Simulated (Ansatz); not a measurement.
The cluster CdCl₂. Total charge 0; singlet. Geometry r2SCAN-D4/def2-TZVP; atoms count from 1.

```csv
atom,x (Å),y (Å),z (Å)
Cd1,0.0003,0.0009,0.0053
Cl2,-0.4440,-2.1816,0.4048
Cl3,0.4437,2.1806,-0.4101
```

In the def2 sets Cd takes a core potential; there is no spin–orbit coupling. The structure comes from a short search, and lower isomers may exist.

Estimate the Mulliken populations from the PBE0/def2-TZVP orbitals of Ansatz.


| atom | charge (e) | d electrons |
| --- | --- | --- |
| Cd1 | 0.83 | 9.99 |
| Cl2 | -0.41 | – |
| Cl3 | -0.41 | – |
Mulliken values depend strongly on the basis.

And the Mayer bond orders between heavy atoms (over 0.3)?

Cd1–Cl2 0.92 (2.26 Å); Cd1–Cl3 0.92 (2.26 Å).
